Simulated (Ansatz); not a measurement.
A run of Ansatz (development build ahead of 0.2.0) on triplet HfS at this shape:

```xyz
2

Hf    0.0000    0.0000    0.0000
S     0.0000    0.0000    2.4000
```

Its results:

* Converged: yes
* Total energy: -446.00234 hartree
* Spin squared of the determinant: 2.021
* Stability test: minimum

Q: Which input gives this output? Name the method, the orbitals and the basis set, and write the input.

A: PBE0 (unrestricted) in def2-TZVPP. The basis set brings a core potential for Hf, so the total leaves out those core electrons.

```yaml
crystal:
  periodic: [false, false, false]
  atoms:
    - { symbol: Hf, position_ang: [0.0, 0.0, 0.0] }
    - { symbol: S, position_ang: [0.0, 0.0, 2.4] }
basis:
  gaussian: { orbitals: def2-TZVPP }
magnetization:
  spin_polarized: true
  initial_magnetization: 2
hamiltonian:
  xc: pbe0
```

Caution: other spin multiplicities were not run.
